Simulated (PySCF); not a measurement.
SMILES [OH][Al]([OH])[NH][GeH3] (H₆AlGeNO₂) (B3LYP/def2-SVP optimised geometry):

```
11

Ge    -0.335    -2.079    -0.012
N     -1.027    -0.364    -0.001
Al    -0.186     1.205     0.000
O      1.515     1.205     0.000
O     -0.998     2.703     0.000
H     -0.769    -2.856     1.256
H      1.197    -1.952    -0.056
H     -0.840    -2.861    -1.251
H     -2.046    -0.360     0.004
H      2.046     2.006    -0.006
H     -1.944     2.861     0.013
```

Computed with PySCF with B3LYP/def2-TZVP.

Question: What are the frontier orbital energies and the dipole moment?

Answer: HOMO-2 -8.82 eV, HOMO-1 -8.56 eV, HOMO -7.04 eV, LUMO -0.73 eV, LUMO+1 0.81 eV; dipole moment 1.78 D.

On the same geometry PBE/def2-TZVP (PySCF) gives HOMO-2 -7.52 eV, HOMO-1 -7.13 eV, HOMO -5.93 eV, LUMO -1.27 eV, LUMO+1 0.26 eV; dipole moment 1.73 D.

Meta-Löwdin charges at B3LYP/def2-TZVP: Ge1 0.50, N2 -0.79, Al3 1.17, O4 -0.79, O5 -0.79, H6 -0.09, H7 -0.06, H8 -0.09, H9 0.23, H10 0.35, H11 0.35.
